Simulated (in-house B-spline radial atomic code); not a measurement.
How numerical settings move a run on the technetium ion Tc⁴⁺, [Kr] 4d3. Computed with a B-spline radial code for spherical atoms: scalar-relativistic (X2C) PBE0, spin-polarised, spherical fractional occupations, Fermi nucleus of rms radius 4.41117 fm.

Command:
```bash
python run_scf.py task.json out
```
Settings of the sound reference run:
```
Z                43
electrons        39
configuration    [Kr] 4d3
hamiltonian      x2c
method           pbe0
spin_polarised   True
nucleus          fermi
rms_radius       4.41117
mass_number      97
atomic_mass      96.90636
speed_of_light   137.036
knot_spacing     0.22
spline_order     8
gauss_points     12
box_radius       12.77
max_iterations   70
damping          0.5
damped_steps     3
diis_vectors     10
tolerance        1e-08
start            Thomas-Fermi
```

Time taken, with all properties: 0.53 s on 1 thread of Arm Neoverse N1 (shared host).

It converges in 10 iterations to -4281.421011 hartree, with 4d up at -50.767 eV. The other runs change the listed settings, some to values that make no sense; their results aren't properties of the atom or ion. Radii are in bohr (the nuclear one in fm), a minus after a letter asks for a j subshell, and «unchanged» means within 1e-8 hartree. The run stops when the residual is below 10 × tolerance × max(1, Z/10), or a noise floor if that is larger, and the energy moves by less than 1e-8 × √|E| hartree; so very loose and very tight tolerances often act alike.

```tsv
changed settings	outcome
electrons = 40, configuration = [Kr] 4d3 3f1, max_iterations = 50	stopped with error: there is no 3f shell
spline_order = 10, first_knot = 0.0233, max_iterations = 60	converged in 10 iterations, energy +3.16e-01 hartree from the reference, 4d up level -5.9e-04 eV
damping = 0.8	converged in 10 iterations, energy unchanged, 4d up level +3.5e-06 eV
knot_spacing = 0.3, max_iterations = 2, damping = 0.2, tolerance = 1e-10	not converged after 2 iterations, last residual 3.6e-01, last energy +2.00e+00 hartree from the reference
max_iterations = 60, damping = 0.8, start = bare nucleus	converged in 11 iterations, energy unchanged, 4d up level -1.9e-06 eV
knot_spacing = 0.1, spline_order = 10, max_iterations = 8	not converged after 8 iterations, last residual 1.0e-05, last energy -7.22e-07 hartree from the reference
tolerance = 1e-06	converged in 8 iterations, energy unchanged, 4d up level -2.9e-04 eV
spline_order = 4	converged in 10 iterations, energy +1.98e-03 hartree from the reference, 4d up level -3.4e-04 eV
hamiltonian = dirac, method = hf, spin_polarised = False, speed_of_light = 38.71267	converged in 10 iterations to -5535.4907 hartree, a different physical problem
spline_order = 10	converged in 10 iterations, energy +1.70e-06 hartree from the reference, 4d up level +5.5e-06 eV
damping = 0	converged in 10 iterations, energy unchanged, 4d up level -5.3e-07 eV
damping = 0.95	converged in 10 iterations, energy unchanged
```

(1) What happens with gauss_points = 3, first_knot = 0.0233, max_iterations = 60, damped_steps = 8?

(2) What happens with electrons = 47, configuration = [Kr] 4d11, max_iterations = 100?

(3) What happens with spline_order = 7?

(4) What happens with spline_order = 6?

Answers

(1) Converged in 13 iterations, energy -3.12e+04 hartree from the reference, 4d up level +2.7e+00 eV.

(2) Stopped with error: shell 4d holds at most 5 electrons (per spin).

(3) Converged in 10 iterations, energy +2.33e-06 hartree from the reference, 4d up level +5.7e-06 eV.

(4) Converged in 10 iterations, energy +3.73e-06 hartree from the reference, 4d up level -3.7e-06 eV.
